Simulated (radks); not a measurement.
Task: The antimony ion Sb9+ is in [Kr] 4d6. Method: scalar-relativistic Kohn-Sham, PBE, spin-polarised, spherical densities, finite nucleus; Fermi nuclear charge, rms radius of each element as measured or else 0.836 A^(1/3) + 0.57 fm; computed with a radial shooting solver on a logarithmic mesh with Libxc functionals. Open shells are filled with parallel spins first. One electron is removed from 3d, 4d, 4s, 4p in turn, with full relaxation. Which removal costs least, and what does each cost?

Result: 4d 185.73 eV; 4p 259.52 eV; 4s 308.97 eV; 3d 702.75 eV. The 4d electron leaves first.
